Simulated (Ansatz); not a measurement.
HIMg (SMILES [MgH][I]) moved off its minimum; all values from Ansatz (an electronic-structure program), cores frozen in correlated methods. Elements past Kr take the def2 small-core potentials, without spin–orbit coupling.
(charge 0, multiplicity 1)
```xyz
3

Mg     0.14248     0.02939    -1.93394
H      0.08331     0.07566    -3.48407
I     -0.24280     0.19157     0.66494
```

Forces at B3LYP/def2-TZVPP (eV/Å):

| atom | Fx | Fy | Fz |
|---|---|---|---|
| Mg1 | -0.174 | 0.063 | 2.114 |
| H2 | 0.042 | -0.003 | -1.637 |
| I3 | 0.133 | -0.060 | -0.477 |

### Question
Give the forces (eV/Å), the total energy and the dipole at CCSD(T)/def2-TZVPPD.

### Answer

```json
[
 {"atom": "Mg1", "Fx": "-0.159", "Fy": "0.055", "Fz": "2.185"},
 {"atom": "H2", "Fx": "0.036", "Fy": "0.002", "Fz": "-1.777"},
 {"atom": "I3", "Fx": "0.123", "Fy": "-0.056", "Fz": "-0.408"}
]
```
Energy -497.1166 hartree, dipole 2.09 D.
